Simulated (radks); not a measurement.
Problem. All-electron atom: Zn in [Ar] 3d10 4s2. Calculated with a radial shooting solver on a logarithmic mesh with Libxc functionals: non-relativistic Kohn-Sham, PBE, spin-unpolarised, spherical densities, point nucleus. Some entries of the table are withheld. Estimate them.

| orbital | occ. | eigenvalue (eV) | <r^2> (bohr^2) |
|---|---|---|---|
| 1s | 2 | -9405.147 | 0.003500 |
| 2s | 2 | -1132.170 | 0.06221 |
| 2p | 6 | (1) | 0.04884 |
| 3s | 2 | -125.0265 | (2) |
| 3p | 6 | -82.3715 | 0.6094 |
| 3d | 10 | -10.5666 | 1.113 |
| 4s | 2 | -5.8255 | 8.589 |

Solution. 
(1) 2p eigenvalue (eV): -997.8342
(2) 3s <r^2> (bohr^2): 0.5528
